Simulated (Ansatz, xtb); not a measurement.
Two conformers of C2H5OZn

Structure I is the doublet with the links of `CC[O][Zn]` and structure II is the doublet with the links of `CC[O][Zn]`. Both are isolated molecules in the gas phase, relaxed with BLYP-D3(BJ)/def2-SVP.

I (Å):

```tsv
atom	x (Å)	y (Å)	z (Å)
C	-1.3341	-0.5145	0.8486
C	-0.1938	-1.5074	0.5703
O	-0.2903	-2.1467	-0.6832
Zn	-0.3506	-1.1509	-2.2826
H	-2.3162	-1.0107	0.7123
H	-1.2830	-0.1021	1.8783
H	-1.2838	0.3398	0.1375
H	0.7911	-0.9939	0.7173
H	-0.2272	-2.3171	1.3416
```

II (Å):

```xyz
9

C    -0.3074   -0.6812   -1.0547
C     0.4938   -0.9860    0.2215
O    -0.3668   -0.8179    1.3344
Zn    0.2237   -1.0950    3.0951
H    -0.6944    0.3570   -1.0260
H     0.3293   -0.8004   -1.9563
H    -1.1740   -1.3672   -1.1367
H     1.3806   -0.3034    0.2601
H     0.9011   -2.0266    0.1496
```

Task: Estimate E(II) − E(I) at the level CCSD(T)/def2-SVP + ΔMP2/def2-TZVPP.

Result: Too close to call at this level: CCSD(T)/def2-SVP + ΔMP2/def2-TZVPP gives E(II) − E(I) = +0.38 kJ/mol.

The same difference at several levels:

```tsv
level	geometry	E(II) − E(I) (kJ/mol)	departure from the last row (kJ/mol)	job, with rough time for the two
BLYP-D3(BJ)/def2-SVP	BLYP-D3(BJ)/def2-SVP	+5.55	+5.17	optimisation, 76 s
HF/def2-SVP	BLYP-D3(BJ)/def2-SVP	−1.55	−1.93	part of the CCSD(T) run
MP2/def2-SVP	BLYP-D3(BJ)/def2-SVP	+1.67	+1.29	part of the CCSD(T) run
CCSD(T)/def2-SVP	BLYP-D3(BJ)/def2-SVP	+2.11	+1.73	single point
CCSD(T)/def2-SVP + ΔMP2/def2-TZVPP	BLYP-D3(BJ)/def2-SVP	+0.38		single point, 2.5 min
```

The largest departure from CCSD(T)/def2-SVP + ΔMP2/def2-TZVPP is that of BLYP-D3(BJ)/def2-SVP, 5.17 kJ/mol. Levels run at GFN2-xTB geometries aren't shown. The last row adds to CCSD(T) the change of the MP2 difference between the two basis sets, here −1.73 kJ/mol.

With harmonic frequencies from BLYP-D3(BJ)/def2-SVP (ideal gas, rigid rotor, one conformer each, 298.15 K, 1 atm): on the last row, ΔE + ΔZPE = +0.40 kJ/mol. A mode under 50 cm⁻¹ makes harmonic enthalpies and free energies unreliable, so none is given.

Open shells are spin-unrestricted. The correlated steps freeze 8 core orbitals; the last core shell of Zn is correlated, in a basis made for valence electrons. Programs: Ansatz 0.2.0; the last row on 2 threads of Arm Neoverse V1 on a shared host.
